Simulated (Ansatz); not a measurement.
Pulling on the Pb1–H2 bond in CH4OPb (SMILES C[O][PbH]) (multiplicity 1 held, fragments rigid). Energies count from the point at 1.878 Å.
Geometry at that point (charge 0, multiplicity 1):
| atom | x (Å) | y (Å) | z (Å) |
|---|---|---|---|
| Pb | -0.1809 | -0.2465 | 0.3404 |
| H | -1.2280 | -0.7418 | -1.1382 |
| O | 1.0053 | 1.0693 | -0.7791 |
| C | 0.8971 | 1.3487 | -2.1557 |
| H | 0.7105 | 2.4184 | -2.3063 |
| H | 1.8370 | 1.1000 | -2.6624 |
| H | 0.0880 | 0.7879 | -2.6394 |

Signs of static correlation in def2-TZVPP, with CASSCF(2,2), from Ansatz (an electronic-structure program) runs.

| R (Å) | T1 of restricted CCSD | ⟨S²⟩ of UHF | largest double amplitude of restricted CCSD | weight of the CASSCF reference in MRCISD | CASSCF natural occupations |
|---|---|---|---|---|---|
| 1.503 | 0.020 | 0.000 | 0.051 | 0.886 | 1.98 0.02 |
| 1.690 | 0.020 | 0.000 | 0.044 | 0.885 | 1.97 0.03 |
| 1.878 | 0.020 | 0.000 | 0.043 | 0.885 | 1.96 0.04 |
| 2.066 | 0.021 | 0.000 | 0.064 | 0.885 | 1.95 0.05 |
| 2.254 | 0.022 | 0.000 | 0.077 | 0.885 | 1.93 0.07 |
| 2.536 | 0.024 | 0.285 | 0.145 | 0.885 | 1.88 0.12 |
| 2.817 | 0.029 | 0.631 | … | 0.886 | 1.82 0.18 |
| 3.287 | 0.044 | 0.881 | 0.325 | 0.886 | 1.66 0.34 |
| 3.757 | … | 0.966 | 0.500 | 0.887 | 1.46 0.54 |
| 4.320 | 0.099 | 0.998 | 0.754 | 0.887 | 1.25 0.75 |
| 5.071 | 0.125 | 1.008 | 1.024 | 0.887 | 1.11 0.89 |
| 6.011 | 0.133 | 1.010 | 1.161 | 0.887 | 1.03 0.97 |

**Question.** Fill in the missing entries.

**Answer.** 
- 2.817, largest double amplitude of restricted CCSD: 0.204
- 3.757, T1 of restricted CCSD: 0.068

Doubts at one or more of the structures used: a restricted determinant that unrestricted orbitals would lower (R-CCSD(T)/def2-TZVPP); other coupled-cluster roots lie near (R-CCSD(T)/def2-TZVPP); T1 above 0.05 (R-CCSD(T)/def2-TZVPP, U-CCSD(T)/def2-TZVPP); a spin-contaminated determinant (U-CCSD(T)/def2-TZVPP); the program's own flag: other amplitudes (U-CCSD(T)/def2-TZVPP).
